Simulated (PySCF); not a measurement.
HO2, SMILES [O]O (connectivity only; charge and spin as stated), charge -1, multiplicity 1.

Geometry optimised at PBE-D3(BJ)/def2-TZVPD. The multiplicity is an assumed one; other spin states were not compared. The isomer is the one that the SMILES or the coordinates give; other isomers of the formula were not compared.

These are PySCF with PBE-D3(BJ)/def2-TZVPD values and carry that method's errors.

No scaling factor is applied to the harmonic values.

```csv
mode,ν (cm⁻¹),IR (km/mol),moving atoms (share of kinetic energy)
1,751,10.2,O 97 %
2,1089,13.5,"H 88 %, O 12 %"
3,3624,16.7,H 94 %
```
